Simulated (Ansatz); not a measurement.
Reaction (ligand exchange at the Si–S bond): `O=C([SiH3])S[SiH3]` + `OC(O)[SiH3]` → `OC([SiH3])O[SiH3]` + `O=C([SiH3])S`

Gas-phase electronic energies from Ansatz, PBE0-D4/def2-TZVP geometries. CCSD(T)/CBS is the MP2 limit (def2-TZVPP, def2-QZVPP) plus CCSD(T) − MP2 in def2-TZVPP, frozen cores. Functionals use def2-TZVPP. Each species was taken in one conformer, which may not be the lowest.

`O=C([SiH3])S[SiH3]`:

```xyz
11

O    -1.107    0.779    0.302
C    -0.411    0.075   -0.385
Si   -0.869   -0.427   -2.187
S     1.144   -0.585    0.206
Si    1.026    0.324    2.160
H    -0.941   -1.908   -2.252
H     0.201    0.061   -3.091
H    -2.174    0.190   -2.515
H     1.009    1.799    2.044
H     2.276   -0.126    2.822
H    -0.154   -0.182    2.896
```

`OC(O)[SiH3]`:

Cartesian coordinates in Å:
```
O 0.370 0.406 -1.530
C -0.201 0.579 -0.260
O 0.530 1.488 0.530
Si -0.313 -1.146 0.553
H 0.377 1.260 -1.976
H -1.197 1.035 -0.336
H 1.406 1.117 0.680
H -0.990 -2.127 -0.331
H -1.060 -1.022 1.831
H 1.078 -1.591 0.840
```

`OC([SiH3])O[SiH3]`:

Z-matrix (Å, degrees):
```
C
Si 1 1.910
O 1 1.409 2 107.5
O 1 1.405 2 112.5 3 123.5
H 1 1.098 2 111.3 3 -120.0
H 2 1.486 1 109.4 3 172.3
H 2 1.484 1 111.0 3 50.7
H 2 1.489 1 106.7 3 -69.5
Si 3 1.658 1 121.7 2 176.8
H 4 0.963 1 108.7 2 -52.6
H 9 1.485 3 112.2 1 -79.2
H 9 1.482 3 105.5 1 161.9
H 9 1.488 3 109.8 1 42.5
```

`O=C([SiH3])S`:

Z-matrix (Å, degrees):
```
Si
C 1 1.927
H 1 1.482 2 107.1
H 1 1.484 2 110.0 3 120.6
H 1 1.482 2 107.1 3 -118.8
S 2 1.785 1 115.2 3 -120.6
O 2 1.201 1 121.5 3 59.4
H 6 1.346 2 95.2 1 -180.0
```

| level | ΔE (kJ/mol) |
| --- | --- |
| PBE0-D4 | -14.4 |
| ωB97X-V | -24.1 |
| r2SCAN | -21.5 |
| CCSD(T)/def2-TZVPP | -24.3 |

Question: What does CCSD(T)/CBS give? (Best estimate.)

Answer: The calculation gave: -21.4 kJ/mol. The listed levels differ from it by 7.0, -2.7, -0.1, -2.9 kJ/mol.

Largest T1 diagnostic among the species: 0.017.

In def2-TZVPP, CCSD(T) changes the Hartree–Fock value by +14.5 kJ/mol (the triples alone add +2.9 kJ/mol) and MP2 by +16.7 kJ/mol.
